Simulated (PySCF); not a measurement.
C3H7FSi2.

```xyz
13

C      2.5531     1.5869     1.0166
C      1.9489     0.5950     0.6517
Si     0.9894    -0.8725     0.1068
C     -0.8646    -0.4711     0.2649
F     -1.5622    -1.6379    -0.1251
Si    -1.5134     0.9776    -0.7921
H      3.0906     2.4610     1.3372
H      1.3190    -2.0445     0.9614
H      1.3054    -1.1826    -1.3129
H     -1.0962    -0.2709     1.3281
H     -1.1578     0.7442    -2.2194
H     -0.8951     2.2477    -0.3189
H     -2.9948     1.0506    -0.6555
```

Coordinates come from a B3LYP-D3(BJ)/def2-SVP optimisation. The structure was generated by enumeration; whether it is a known compound was not checked. Other conformers were not sampled.

Level of theory: PBE/pcSseg-1 in PySCF. Non-relativistic, no solvent.

Q: Give the absolute GIAO shielding of each atom: isotropic value and principal components (ppm). (The exact figures need the calculation; the answer reports its results.)

A: 
```tsv
atom	σ(iso)	σ11	σ22	σ33	span
C1	75.6	-7.4	-7.0	241.4	248.8
C2	99.4	3.2	9.1	285.7	282.5
Si3	406.3	367.5	410.6	440.9	73.5
C4	97.7	40.3	63.4	189.3	148.9
F5	450.6	423.7	431.1	496.9	73.3
Si6	406.8	364.5	404.8	450.9	86.4
H7	28.9	24.1	24.3	38.3	14.2
H8	26.5	23.3	24.8	31.4	8.1
H9	26.7	24.2	25.2	30.9	6.7
H10	25.9	24.3	24.6	28.9	4.7
H11	27.2	24.1	26.0	31.4	7.2
H12	26.9	23.4	26.3	31.1	7.7
H13	27.0	23.8	25.0	32.1	8.4
```
